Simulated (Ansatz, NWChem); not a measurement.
**Heat of formation of CHBrF2 (bromodifluoromethane) from total energies**

The species is CHBrF2 (5 atoms), meant as a singlet with charge 0. SMILES: `FC(F)Br`. The coordinates come from a PBE0-D4/def2-TZVP relaxation.

Total energies at B3LYP/aug-cc-pVDZ (NWChem 7.3.0); the atoms run unrestricted:

```tsv
species	state	energy (Eh)
CHBrF2	singlet	-2812.572955
F	doublet	-99.739495
C	triplet	-37.854195
Br	doublet	-2574.115942
H	doublet	-0.501657
```

Harmonic wavenumbers at PBE0-D4/def2-TZVP, in cm⁻¹: 316, 324, 590, 720, 1136, 1168, 1298, 1370, 3141.

Measured heats of formation of the gaseous atoms at 298.15 K, in kJ/mol: F 79.4, C 716.9, Br 111.9, H 218.0. Spin-orbit lowering of the atoms at 298 K (mean of the ground term's levels less their thermal mean, from spectra), in kJ/mol: F 1.29, C 0.02, Br 14.69. Take 1 Eh = 2625.50 kJ/mol, 1 cm⁻¹ = 0.0119627 kJ/mol, RT = 2.479 kJ/mol.

Q: What heat of formation follows?

A: 
1. Electronic atomisation energy: 2 × (-99.739495) + (-37.854195) + (-2574.115942) + (-0.501657) − (-2812.572955) = 0.622171 Eh = 1633.5 kJ/mol.
2. Zero-point energy: half the sum of the wavenumbers, 5031.5 cm⁻¹ = 60.2 kJ/mol.
3. Thermal vibrational enthalpy, Σ hcν̃/(exp(hcν̃/kT) − 1): 2.9 kJ/mol. Translation, rotation and pV of a non-linear molecule: 4 RT = 9.9 kJ/mol.
4. The 5 free atoms carry 5/2 RT each: 31.0 kJ/mol.
5. Spin-orbit coupling lowers the free atoms by 2 × 1.29 + 0.02 + 14.69 = 17.3 kJ/mol.
6. Atomisation enthalpy at 298 K: 1633.5 − 17.3 − 60.2 − 2.9 − 9.9 + 31.0 = 1574.2 kJ/mol.
7. Sum of the atoms' heats of formation: 1205.6 kJ/mol. Heat of formation: 1205.6 − 1574.2 = -368.6 kJ/mol.

The tabulated value is -424.2 kJ/mol (Active Thermochemical Tables), so this level is off by +55.6 kJ/mol, or 3.4 % of the atomisation enthalpy that the table implies (1629.7 kJ/mol). Relativity is left out. Anharmonicity and any spin-orbit splitting of the molecule are left out.
